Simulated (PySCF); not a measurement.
anthracene (C14H10): Computed beside measured shifts

System: anthracene (C14H10), SMILES c1ccc2cc3ccccc3cc2c1.

Atom-mapped SMILES (hydrogens are numbered by the atom that bears them): [cH:1]1[cH:2][cH:3][c:4]2[cH:5][c:6]3[cH:7][cH:8][cH:9][cH:10][c:11]3[cH:12][c:13]2[cH:14]1

Method: GIAO PBE0/pcSseg-1, IEF-PCM chloroform, PySCF SCF with an in-house response code, fitting set def2-universal-JFIT up to Ne and JKFIT beyond, grid level 2, non-relativistic, geometry: PBE0-D3(BJ)/def2-SVP.

One optimised conformer. Values are averaged over the atoms that symmetry or fast rotation interchanges, on this one geometry and without vibrational averaging. Shifts are the reference shielding less the shielding here, at the same level (13C, 1H against isolated TMS); nuclei without a reference have shieldings only.

Problem. What shifts does this level give for H on 3/7/10/14, H on 1/2/8/9, H on 5/12, C4/6/11/13, C3/7/10/14, C1/2/8/9, C5/12, H on 3/7/10/14, H on 1/2/8/9, H on 5/12, C4/6/11/13, C3/7/10/14, C1/2/8/9, C5/12, and how do they compare with measurement?

Solution. 
| atom | nucleus | computed / ppm | measured / ppm | computed less measured | measured against | medium of the measurement |
| --- | --- | --- | --- | --- | --- | --- |
| H on 3/7/10/14 | 1H | 8.38 | 8.01 | 0.37 | TMS | CDCl3 |
| H on 1/2/8/9 | 1H | 7.88 | 7.46 | 0.42 | TMS | CDCl3 |
| H on 5/12 | 1H | 8.78 | 8.43 | 0.35 | TMS | CDCl3 |
| C4/6/11/13 | 13C | 135.3 | 131.7 | 3.6 | TMS | CDCl3 |
| C3/7/10/14 | 13C | 135.3 | 128.2 | 7.1 | TMS | CDCl3 |
| C1/2/8/9 | 13C | 132.4 | 125.3 | 7.1 | TMS | CDCl3 |
| C5/12 | 13C | 132.9 | 126.2 | 6.7 | TMS | CDCl3 |
| H on 3/7/10/14 | 1H | 8.38 | 7.92 | 0.46 | TMS | CCl4 |
| H on 1/2/8/9 | 1H | 7.88 | 7.38 | 0.50 | TMS | CCl4 |
| H on 5/12 | 1H | 8.78 | 8.34 | 0.44 | TMS | CCl4 |
| C4/6/11/13 | 13C | 135.3 | 131.5 | 3.8 | TMS | CCl4 |
| C3/7/10/14 | 13C | 135.3 | 127.9 | 7.4 | TMS | CCl4 |
| C1/2/8/9 | 13C | 132.4 | 124.8 | 7.6 | TMS | CCl4 |
| C5/12 | 13C | 132.9 | 125.9 | 7.0 | TMS | CCl4 |

Measured values: Stadelmann, Balmer, Riniker, Ebert, PCCP 2022.
